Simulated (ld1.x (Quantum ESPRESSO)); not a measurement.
manganese: one change to an ultrasoft potential, before and after

| Item | Value |
| --- | --- |
| Element | Mn |
| Generator | ld1.x (Quantum ESPRESSO) 7.5 |
| Type | ultrasoft |
| Functional | PBE |
| Relativity | scalar-relativistic |
| Frozen core | [Ar] |
| Valence charge | 7 |
| Reference configuration | 3d5 4s1.75 4p0 (charge +0.25) |
| Partial waves | 4s (bound): rcut 2.40, rcutus 2.75 bohr; 4s channel at 1.65 Ry: rcut 2.40, rcutus 2.75 bohr; 4p (bound, empty): rcut 2.40, rcutus 2.90 bohr; 4p channel at 0.25 Ry: rcut 2.40, rcutus 2.90 bohr; 3d (bound): rcut 1.65, rcutus 1.80 bohr; 3d channel at -0.35 Ry: rcut 1.65, rcutus 1.80 bohr |
| Local potential | all-electron potential smoothed inside 2.20 bohr (lloc = -1) |
| Core correction | a·sin(br)/r model core, default radius (core density twice the valence density) |
| Augmentation charge | PSQ, radius 1.60 bohr |

Change: local potential all-electron potential smoothed inside 2.25 bohr (lloc = -1).

Cutoffs: the cutoffs (Ry, on a coarse ladder) from which the occupation-weighted sum of valence levels, in a spherical-Bessel basis at the reference potential, stays within 10 and 1 mRy of its value at 400 Ry; they do not see the model core or the augmentation charge, which bear on the density cutoff. Errors are all-electron minus pseudo energies relative to the spin-unpolarised reference configuration.

Question: How do hardness, ghosts and transferability respond?

Answer: The potential gets neither clearly harder nor softer (35 Ry and 50 Ry → 35 Ry and 50 Ry); the errors of the 7 common tests hardly move; neither file shows a bound ghost.

| quantity | base | changed |
| --- | --- | --- |
| cutoff, loose | 35 Ry | 35 Ry |
| cutoff, tight | 50 Ry | 50 Ry |
| bound ghosts | none | none |
| error for 3d5 4s2 4p0, meV [ΔE -1.48 eV] | +0.1 | +0.1 |
| error for 3d5 4s1 4p0, meV [ΔE 6.94 eV] | -0.9 | -0.9 |
| error for 3d5 4s0 4p0, meV [ΔE 22.54 eV] | -7.6 | -7.9 |
| error for 3d5 4s0 4p2, meV [ΔE 6.45 eV] | -2.1 | -2.2 |
| error for 3d5 4s1 4p1, meV [ΔE 2.38 eV] | -0.5 | -0.5 |
| error for 3d6 4s0 4p0, meV [ΔE 5.34 eV] | +17 | +16 |
| error for 3d5.5 4s1.5 4p0, meV [ΔE -1.96 eV] | +0.1 | -0.1 |
| s: phases at 3.16 bohr within 0.05 rad from the reference energy up to (Ry; the scan ends near 5) | 2.7 | 2.7 |
| p: phases at 3.16 bohr within 0.05 rad from the reference energy up to (Ry; the scan ends near 5) | 2.7 | 2.7 |
| d: phases at 3.16 bohr within 0.05 rad from the reference energy up to (Ry; the scan ends near 5) | 4.3 | 4.3 |
| lowest overlap eigenvalue by channel | s 0.54, p 0.63, d 1.00 | s 0.54, p 0.63, d 1.00 |
